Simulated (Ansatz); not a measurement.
Mulliken charges of `OC(F)(Br)[TeH]` from ωB97M-V/def2-TZVPP in Ansatz (PBE0-D4/def2-TZVP geometry).

```json
{"atom": "O1", "x (Å)": "0.219", "y (Å)": "-0.418", "z (Å)": "1.469", "charge (e)": "-0.235"}
{"atom": "C2", "x (Å)": "-0.221", "y (Å)": "-0.283", "z (Å)": "0.194", "charge (e)": "0.166"}
{"atom": "F3", "x (Å)": "0.301", "y (Å)": "-1.254", "z (Å)": "-0.598", "charge (e)": "-0.152"}
{"atom": "Br4", "x (Å)": "-2.146", "y (Å)": "-0.536", "z (Å)": "0.240", "charge (e)": "-0.042"}
{"atom": "Te5", "x (Å)": "0.372", "y (Å)": "1.658", "z (Å)": "-0.636", "charge (e)": "0.046"}
{"atom": "H6", "x (Å)": "1.180", "y (Å)": "-0.308", "z (Å)": "1.470", "charge (e)": "0.201"}
{"atom": "H7", "x (Å)": "0.357", "y (Å)": "1.073", "z (Å)": "-2.184", "charge (e)": "0.016"}
```

Q: By hand: the dipole of these point charges (1 e Å = 4.8032 D).

A: Σ q r = (0.216, 0.296, -0.001) e Å, of length 0.366 e Å = 1.76 D.

Q: How does the dipole of the full density compare? (Best estimate.)

A: Computed: (0.364, 0.248, -0.025) e Å, 2.12 D; the point charges give 0.83 times that, at 20° from its direction.

Point charges leave out the atoms' own dipoles, such as those of lone pairs, and Mulliken's split depends on the basis, so the two needn't agree.
